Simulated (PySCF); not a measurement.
## Bromine: a sound run and one with changed settings

Sound run: Br(2+) [Ar] 3d10 4s2 4p3, Br(3+) [Ar] 3d10 4s2 4p2. All numbers are calculated (PySCF 2.14, the non-relativistic Hamiltonian (point nucleus), in def2-SVP (5s4p3d, 32 functions)). The sound run starts from symmetry-adapted Hartree-Fock orbitals and uses a fine grid where one is needed.

Changed run: radial step 1.2 in ln r (0.13 in the sound run). This setting is unsound on purpose.

```
species  method  sound run (hartree)  changed run (hartree)  converged
 Br(2+)     UHF          -2570.93895            -2570.93895        yes
 Br(2+)    PBE0          -2572.27638            -2560.38834        yes
 Br(2+)    BP86          -2572.83332            -2557.33232        yes
 Br(3+)     UHF          -2569.66906            -2569.66906        yes
 Br(3+)    PBE0          -2570.98345            -2559.16930        yes
 Br(3+)    BP86          -2571.54158            -2556.08158        yes
```

Ionisation energy of Br(2+):

```json
{"method": "UHF", "sound run (eV)": "34.555", "changed run (eV)": "34.555"}
{"method": "PBE0", "sound run (eV)": "35.183", "changed run (eV)": "33.172"}
{"method": "BP86", "sound run (eV)": "35.150", "changed run (eV)": "34.035"}
```

A coarse radial grid mis-integrates the density and the exchange-correlation energy, with errors of either sign; Hartree-Fock needs no grid.

For comparison, NIST gives 34.871 ± 0.019 eV between the lowest levels.
